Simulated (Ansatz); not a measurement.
Gas-phase electronic energies from Ansatz, PBE0-D4/def2-TZVP geometries. CCSD(T)/CBS is the MP2 limit (def2-TZVPP, def2-QZVPP) plus CCSD(T) − MP2 in def2-TZVPP, frozen cores. This one scheme is used for every species. Functionals use def2-TZVPP. For Se outer-core shells are correlated without core-valence functions, which leaves a few kJ/mol of doubt a bond. Scalar relativity is left out up to krypton. One conformer a species, not always the lowest.

Reaction (substitution at a C–O bond): `C[Se]C(O)O` + H–F → `C[Se]C(O)F` + H₂O

```csv
level,ΔE (kJ/mol),difference from CCSD(T)/CBS
r2SCAN-D4,3.9,-6.2
PBE0-D4,7.8,-2.3
ωB97M-V,4.3,-5.8
HF/def2-TZVPP,-0.5,-10.6
MP2/def2-TZVPP,14.7,4.6
SCS-MP2/def2-TZVPP,10.4,0.3
CCSD/def2-TZVPP,8.8,-1.3
MP2/def2-QZVPP,14.2,4.1
SCS-MP2/def2-QZVPP,10.2,0.1
HF/CBS(def2),-1.3,-11.4
CCSD(T)/CBS,10.1,0
```

Largest T1 diagnostic among the species: 0.011.

The D4 term adds +3.3 kJ/mol with B3LYP and +1.8 kJ/mol with PBE0; it sums over pairs of atoms, weighted by their polarisabilities, and B3LYP, whose exchange is more repulsive, gets the larger term. In def2-TZVPP, CCSD(T) changes the Hartree–Fock value by +10.9 kJ/mol (the triples alone add +1.6 kJ/mol) and MP2 by +15.2 kJ/mol.

B3LYP here is the variant with VWN-RPA as its local correlation; programs differ in this.
